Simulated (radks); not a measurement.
The numbers below are computed, except where a source is named.
Task: These are the eigenvalues of the occupied orbitals of an atom or ion with whole-number occupations (eV). Code: a radial shooting solver on a logarithmic mesh with Libxc functionals. Model: scalar-relativistic Kohn-Sham, LDA (Slater exchange, Perdew-Wang correlation), spin-unpolarised, spherical densities, point nucleus.

1s: -35766.93
2s: -5615.928
2p: -5040.975
3s: -1171.248
3p: -986.2078
3d: -713.8524
4s: -225.0389
4p: -165.8019
4d: -79.5693
5s: -32.1812
5p: -18.8289

Which element is it, and in what charge state? The configuration may be excited.

Result: Z = 55, caesium, charge +1: Cs+ in [Xe]. The list shows which subshells hold electrons but not how many an open one holds; the 1s level, -1314.4 hartree, gives Z - s = 51.3 by -(Z - s)^2/2, which with screening and relativity narrows Z to a few neighbours, and the depths of the outer levels then fix element, charge and occupations together.
